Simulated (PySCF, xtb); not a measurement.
2,5-dihydro-1H-silole (C₄H₈Si), SMILES C1=CC[SiH2]C1. One conformer was computed; it need not be the lowest.

Harmonic wavenumbers (cm⁻¹) from GFN2-xTB (xtb) at its own minimum, in rising order: 80, 344, 429, 450, 519, 644, 647, 684, 732, 754, 779, 816, 831, 901, 983, 1021, 1090, 1112, 1135, 1233, 1248, 1316, 1466, 1469, 1718, 2235, 2241, 2952, 2954, 2978, 2980, 3052, 3069.

What does PySCF with PBE-D3(BJ)/def2-SVP give at its own minimum? (Estimate from the structure and the level; the computed values follow.)

39, 356, 440, 448, 569, 612, 652, 674, 713, 808, 812, 826, 909, 931, 942, 943, 1077, 1081, 1082, 1153, 1189, 1317, 1362, 1363, 1647, 2155, 2159, 2973, 2973, 3012, 3013, 3076, 3098. Paired by order, the mean absolute difference is 41 cm⁻¹ and the zero-point energies are 64.1 and 63.5 kcal/mol.
